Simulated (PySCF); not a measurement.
## Dipole response of Sn⁺ (tin, charge +1)

[Kr] 4d10 5s2 5p1, 2P determinant. Computed with PySCF 2.14 in aug-cc-pVQZ-PP with one added diffuse shell each of s, p, d, f, g type with ECP28MDF (8s8p6d4f3g, 117 functions), with scalar relativity through the core potential. Coupled (time-dependent) response in atomic units; α is the mean over directions.

```csv
method,mean α (bohr³),"α xx, yy, zz",C₆ (like pair),S(−4)
UHF,28.91,"27.49, 31.76, 27.49",225.1,275.4
PBE,27.15,"24.91, 31.64, 24.91",205.5,260.7
PBE0,27.22,"25.31, 31.03, 25.31",207.1,252.3
```

S(−4) is the Cauchy moment in α(ω) = α(0) + S(−4) ω² + …

Spin-orbit coupling is absent.

α(iu) at PBE0:

| u (hartree) | α(iu) (bohr³) |
| --- | --- |
| 0 | 27.22 |
| 0.0500 | 26.61 |
| 0.100 | 24.95 |
| 0.200 | 20.21 |
| 0.300 | 15.67 |
| 0.500 | 9.689 |
| 0.750 | 6.061 |
| 1.00 | 4.263 |
| 1.50 | 2.566 |
| 2.00 | 1.763 |
| 3.00 | 0.9929 |
| 5.00 | 0.4359 |

A single London oscillator, α(iu) = α/(1 + u²/ω²), gives C₆ = (3/4) ω α². Matching the computed C₆ needs ω = 4 × 207.1 / (3 × 27.22²) = 0.373 hartree.

For an ion, C₆ is the dispersion term alone; charge-induced terms of lower order in 1/R come first.

The components differ because the open shell of this determinant is not spherical; for a pure term their mean is the scalar polarisability.

Energies and moments cover only the electrons outside the core potential.
